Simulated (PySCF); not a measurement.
An equivalent PySCF input for Te²⁺ (tellurium, charge +2), [Kr] 4d10 5s2 5p2, high-spin 3P determinant, with scalar relativity by spin-free X2C-1e:

```python
from pyscf import gto, scf, dft, mp, cc
import basis_set_exchange as bse
mol = gto.M(atom="Te 0 0 0", charge=2, spin=2, symmetry="D2h",
            basis=gto.basis.parse(bse.get_basis("aug-cc-pwCVTZ-DK3", elements=["Te"], fmt="nwchem", augment_diffuse=1)),
            nucmod="G")
mf = dft.UKS(mol, xc="R2SCAN").sfx2c1e()
mf.irrep_nelec = {'Ag': (9, 9), 'B1g': (2, 2), 'B2g': (2, 2), 'B3g': (2, 2), 'B1u': (4, 3), 'B2u': (4, 3), 'B3u': (3, 3)}
mf.kernel()
```

It reaches the same state as the run whose output follows, with an energy that differs only through the grid. The run itself started from symmetry-adapted Hartree-Fock orbitals and held the occupation by maximum overlap, on a logarithmic radial grid, so the iterations belong to that start.

```
SCF conv_tol = 1e-09
number electrons alpha = 26  beta = 24
XC functionals = R2SCAN
    J. W. Furness, A. D. Kaplan, J. Ning, J. P. Perdew, and J. Sun.,  J. Phys. Chem. Lett. 11, 8208-8215 (2020)
    J. W. Furness, A. D. Kaplan, J. Ning, J. P. Perdew, and J. Sun.,  J. Phys. Chem. Lett. 11, 9248-9248 (2020)
    J. W. Furness, A. D. Kaplan, J. Ning, J. P. Perdew, and J. Sun.,  J. Phys. Chem. Lett. 11, 8208-8215 (2020)
    J. W. Furness, A. D. Kaplan, J. Ning, J. P. Perdew, and J. Sun.,  J. Phys. Chem. Lett. 11, 9248-9248 (2020)
cycle= 1 E= -6792.47746401575  delta_E= -0.0115  |g|= 0.0433  |ddm|= 0.336
cycle= 2 E= -6792.47759242398  delta_E= -0.000128  |g|= 0.00903  |ddm|= 0.0512
cycle= 3 E= -6792.47759772816  delta_E= -5.3e-06  |g|= 0.000793  |ddm|= 0.00951
cycle= 4 E= -6792.47759804723  delta_E= -3.19e-07  |g|= 0.000485  |ddm|= 0.0055
cycle= 5 E= -6792.47759807562  delta_E= -2.84e-08  |g|= 5.26e-05  |ddm|= 0.00114
cycle= 6 E= -6792.47759807673  delta_E= -1.12e-09  |g|= 9.38e-06  |ddm|= 0.00044
cycle= 7 E= -6792.47759807677  delta_E= -3.46e-11  |g|= 1.54e-06  |ddm|= 7.97e-05
converged SCF energy = -6792.47759807677  <S^2> = 2.0035935  2S+1 = 3.0023947
```
